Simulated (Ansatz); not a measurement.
H$_{5}$PSe$_{2}$Si (`P[Se][SiH2][SeH]`). Charge 0, multiplicity 1. All single points use the PBE0-D4/def2-TZVP geometry. It is one conformer, not always the lowest.

```xyz
9

P     1.011   -0.700   -1.905
Se   -0.387    0.822   -0.961
Si   -0.468   -0.307    1.016
Se   -1.516    0.988    2.561
H     0.289   -0.856   -3.116
H     1.917    0.237   -2.467
H     0.913   -0.662    1.425
H    -1.300   -1.531    0.925
H    -0.460    2.009    2.522
```

Q: What is the dipole moment at B3LYP/def2-TZVPP? (Best estimate.)

A: Computed: 1.18 D, with components (0.95, -0.21, -0.68) D in this frame, pointing from negative to positive charge.

Q: And with PBE, r2SCAN, ωB97M-V? (Estimate.)

A: Ansatz gave: PBE 1.07 D, r2SCAN 1.20 D, ωB97M-V 1.26 D.

Q: Give the Mulliken charges with B3LYP, PBE, ωB97M-V in def2-TZVPP. (Estimate.)

A: Computed: 
| atom | B3LYP | PBE | ωB97M-V |
| --- | --- | --- | --- |
| P1 | -0.05 | -0.09 | -0.10 |
| Se2 | -0.16 | -0.13 | -0.15 |
| Si3 | 0.30 | 0.24 | 0.19 |
| Se4 | -0.16 | -0.14 | -0.17 |
| H5 | 0.05 | 0.06 | 0.08 |
| H6 | 0.05 | 0.06 | 0.08 |
| H7 | -0.04 | -0.03 | 0.00 |
| H8 | -0.05 | -0.04 | 0.00 |
| H9 | 0.06 | 0.07 | 0.08 |

B3LYP here is the variant with VWN-RPA as its local correlation; programs differ in this.
